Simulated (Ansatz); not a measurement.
An input meant for Rb₂Cl₃⁻ (charge -1, singlet; atoms displaced at random, 0.03 Å in each coordinate; with a point charge).

```yaml
crystal:
  periodic: [false, false, false]
  atoms:
    - {symbol: Rb, position_ang: [-0.936491, 0.475407, -1.446268]}
    - {symbol: Rb, position_ang: [0.952890, -0.448261, 1.422365]}
    - {symbol: Cl, position_ang: [-1.364125, -2.235368, 0.205281]}
    - {symbol: Cl, position_ang: [2.232429, -0.001907, -1.430756]}
    - {symbol: Cl, position_ang: [-0.745538, 2.169733, 1.194124]}
basis:
  gaussian: {orbitals: ANO-RCC-VTZP, point_charges: [{charge: 1.00, position_ang: [6.632, 0.826, 0.383]}]}
magnetization: {spin_polarized: true, initial_magnetization: 2}
hamiltonian: {xc: {name: rPW86-PBE}, dispersion: d3bjatm}
```

```sh
$ ansatz run in.yaml --threads 4 --pin off --events-out ev --progress --plain --max-ram 4787MiB
```

It prints (some lines left out):

```
Error: a molecule whose nuclei and cores have a total charge of 125 cannot have a net charge of 0 together with 2 unpaired electrons
```

In this input the number of unpaired electrons doesn't fit the electron count. The program refused the input.
